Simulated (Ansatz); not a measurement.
**Molecular dynamics of C3H8F2SSi**

input.yaml

```yaml
crystal:
  periodic: [false, false, false]
  atoms:
    - { symbol: C, position_ang: [0.779254, -2.121767, -0.033327] }
    - { symbol: Si, position_ang: [0.733322, -0.253329, -0.039722] }
    - { symbol: S, position_ang: [1.223406, 0.583828, -1.927333] }
    - { symbol: C, position_ang: [-1.060202, 0.343984, 0.39076] }
    - { symbol: C, position_ang: [-1.17006, 1.92097, 0.366938] }
    - { symbol: F, position_ang: [-1.435383, -0.114045, 1.670113] }
    - { symbol: F, position_ang: [-2.000342, -0.182612, -0.517291] }
    - { symbol: H, position_ang: [0.490269, -2.507065, 0.949077] }
    - { symbol: H, position_ang: [1.780068, -2.50114, -0.259311] }
    - { symbol: H, position_ang: [0.088681, -2.537976, -0.772033] }
    - { symbol: H, position_ang: [1.620915, 0.241575, 0.985671] }
    - { symbol: H, position_ang: [2.515319, 0.191451, -1.86836] }
    - { symbol: H, position_ang: [-2.203099, 2.227544, 0.57319] }
    - { symbol: H, position_ang: [-0.511056, 2.354969, 1.12891] }
    - { symbol: H, position_ang: [-0.873093, 2.302814, -0.617881] }
magnetization:
  spin_polarized: true
basis:
  gaussian: { orbitals: STO-3G }
hamiltonian:
  xc: cam_b3lyp
  dispersion: d4
md:
  timestep: 0.5
  n_steps: 53
  ensemble: nvt_langevin
  temperature: 1500.0
  initial_velocities: maxwell_boltzmann
  seed: 864386
  friction: 0.05
```

Command:

```bash
$ ansatz run input.yaml --threads 1 --pin off --max-ram 2048MiB --backend cpu --events-out ev --progress --plain --runs-dir out
```

It starts from a relaxed structure.

Output, in part (step lines, the closing report, with atoms numbered from 0):

```
md step     0: t =     0.00 fs  T =  1400.0 K  F+E_penalty+E_count = -27055.98672968 eV  E_kin = 2.714460 eV  (23 SCF iters)
[... lines left out ...]
Total energy: -27053.45710920 eV, -994.1962112714 hartree
Atom 0 at     1.098096    -2.267300    -0.326732 Å, force     0.993979     1.196532    -0.842963 eV/Å
Atom 1 at     0.781803    -0.356362    -0.107279 Å, force    -0.382127    -1.241798     0.538709 eV/Å
Atom 2 at     1.064144     0.495078    -1.953716 Å, force    -2.822356     2.426695    -1.166199 eV/Å
Atom 3 at    -1.141191     0.334501     0.357487 Å, force     2.778916     1.420216     0.200672 eV/Å
Atom 4 at    -1.067972     2.076496     0.648036 Å, force     4.132681    -4.371943     0.828601 eV/Å
Atom 5 at    -1.413327    -0.154392     1.583598 Å, force    -0.503220    -0.659328     3.283595 eV/Å
Atom 6 at    -2.069278    -0.376558    -0.393364 Å, force    -0.392860     1.316688    -1.525263 eV/Å
Atom 7 at     0.986165    -2.848882     0.618993 Å, force    -1.023492    -0.021146    -1.122651 eV/Å
Atom 8 at     2.226446    -2.248619    -0.405210 Å, force    -1.173927    -0.228331    -0.595230 eV/Å
Atom 9 at     0.651383    -2.651535    -1.339466 Å, force     0.799127     0.236632     2.803124 eV/Å
Atom 10 at     1.962546    -0.006449     0.694802 Å, force    -0.964625     0.280369     0.336708 eV/Å
Atom 11 at     2.174407    -0.035298    -2.266829 Å, force     2.821298    -1.483399    -0.484169 eV/Å
Atom 12 at    -1.877099     2.611028     0.964641 Å, force    -4.104932     1.508997    -0.052157 eV/Å
Atom 13 at    -0.495368     2.096616     1.644900 Å, force    -0.104799    -0.432822    -1.829381 eV/Å
Atom 14 at    -0.474103     2.603899    -0.097473 Å, force    -0.053662     0.052639    -0.373394 eV/Å
Dipole moment:     0.224577     0.003335     0.190777 e Å
```

The steps, from the saved trajectory:

| time (fs) | T (K) | potential energy less start (eV) |
| --- | --- | --- |
| 0 | 1400 | 0.000 |
| 0.5 | 1180 | 0.046 |
| 1 | 1238 | 0.174 |
| 1.5 | 1004 | 0.359 |
| 2 | 926 | 0.551 |
| 2.5 | 917 | 0.739 |
| 3 | 1024 | 0.912 |
| 3.5 | 943 | 1.048 |
| 4 | 822 | 1.157 |
| 4.5 | 847 | 1.238 |
| 5 | 813 | 1.281 |
| 5.5 | 819 | 1.284 |
| 6 | 942 | 1.284 |
| 6.5 | 1049 | 1.333 |
| 7 | 984 | 1.416 |
| 7.5 | 999 | 1.485 |
| 8 | 1038 | 1.510 |
| 8.5 | 1187 | 1.460 |
| 9 | 1184 | 1.375 |
| 9.5 | 1238 | 1.310 |
| 10 | 1197 | 1.291 |
| 10.5 | 1193 | 1.324 |
| 11 | 1165 | 1.417 |
| 11.5 | 1029 | 1.569 |
| 12 | 1016 | 1.727 |
| 12.5 | 1057 | 1.850 |
| 13 | 1016 | 1.927 |
| 13.5 | 1130 | 1.974 |
| 14 | 1144 | 2.031 |
| 14.5 | 1169 | 2.110 |
| 15 | 1220 | 2.176 |
| 15.5 | 1144 | 2.216 |
| 16 | 1235 | 2.237 |
| 16.5 | 1275 | 2.239 |
| 17 | 1415 | 2.221 |
| 17.5 | 1368 | 2.223 |
| 18 | 1407 | 2.261 |
| 18.5 | 1398 | 2.291 |
| 19 | 1331 | 2.281 |
| 19.5 | 1499 | 2.247 |
| 20 | 1543 | 2.228 |
| 20.5 | 1467 | 2.238 |
| 21 | 1277 | 2.306 |
| 21.5 | 1180 | 2.424 |
| 22 | 1206 | 2.581 |
| 22.5 | 1241 | 2.736 |
| 23 | 1197 | 2.842 |
| 23.5 | 1240 | 2.892 |
| 24 | 1213 | 2.902 |
| 24.5 | 1259 | 2.829 |
| 25 | 1480 | 2.711 |
| 25.5 | 1590 | 2.624 |
| 26 | 1720 | 2.573 |
| 26.5 | 1616 | 2.530 |

All steps were run. The mean temperature of the second half is 11 % below the set value. A run of 0.026 ps of so small a system gives no equilibrium averages. Limits of this set-up: minimal basis.

The same pairs are bonded in the first frame and the last. Pairs count as bonded within 1.25 times the sum of covalent radii (0.12 Å more for H–H).

Last frame:

```xyz
15
Properties=species:S:1:pos:R:3
C 1.098 -2.267 -0.327
Si 0.782 -0.356 -0.107
S 1.064 0.495 -1.954
C -1.141 0.335 0.357
C -1.068 2.076 0.648
F -1.413 -0.154 1.584
F -2.069 -0.377 -0.393
H 0.986 -2.849 0.619
H 2.226 -2.249 -0.405
H 0.651 -2.651 -1.339
H 1.962 -0.006 0.695
H 2.174 -0.035 -2.267
H -1.877 2.611 0.965
H -0.495 2.097 1.645
H -0.474 2.604 -0.098
```

Time of the run: 6.8 min on 1 thread of Arm Neoverse V2 (shared host), peak memory 0.25 GiB.
